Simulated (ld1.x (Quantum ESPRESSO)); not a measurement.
**Configuration tests for B (ultrasoft)**

```json
{"Element": "boron", "Generator": "ld1.x (Quantum ESPRESSO) 7.5", "Type": "ultrasoft", "Functional": "LDA (PZ)", "Relativity": "non-relativistic", "Frozen core": "[He]", "Valence charge": "3", "Reference configuration": "2s2 2p0.5 (charge +0.5)", "Partial waves": "2s (bound): rcut 1.35, rcutus 1.70 bohr; 2s channel at -0.15 Ry: rcut 1.35, rcutus 1.70 bohr; 2p (bound): rcut 2.20, rcutus 2.50 bohr; 2p channel at 0.15 Ry: rcut 2.20, rcutus 2.50 bohr; 3d channel at -0.1 Ry: rcut 1.65, rcutus 1.95 bohr; 3d channel at 1.65 Ry: rcut 1.65, rcutus 1.95 bohr", "Local potential": "all-electron potential smoothed inside 2.30 bohr (lloc = -1)", "Core correction": "a·sin(br)/r model core inside 1.40 bohr", "Augmentation charge": "built from norm-conserving waves at rcut, not smoothed further"}
```

Energies are relative to the spin-unpolarised reference configuration 2s2 2p0.5; without spin polarisation the order of configurations can differ from experiment. Spin-polarised rows fill each open shell by Hund’s rule, majority spin first.

```
     valence configuration  charge  ΔE all-electron (eV)  error AE − PS (meV)
                   2s2 2p1       0                -2.944                 -7.1
                   2s2 2p0      +1                 5.385                  +12
                   2s1 2p0      +2                30.682                 +103
                 2s2 2p1.3    -0.3                -3.717                  -21
                   2s0 2p3       0                 8.444                  +27
2s2 2p0.5 (spin-polarised)    +0.5                -0.074                 +8.0
  2s2 2p1 (spin-polarised)       0                -3.179                  +21
```

(1) What are ΔE and the potential's error for 2s1 2p1?

(2) What are ΔE and the potential's error for 2s1 2p2?

Levels in the configuration 2s1 2p0:

```csv
level,all-electron (eV),pseudo (eV)
2s,-31.331,-31.155
```

A Bessel basis up to 400 Ry misses an occupied level by 0.06 Ry, so cutoffs and ghosts were not judged.

## Answers

(1) ΔE = 11.334 eV all-electron; the error (AE − PS) is -26 meV.

(2) ΔE = 2.736 eV all-electron; the error (AE − PS) is +3.4 meV.
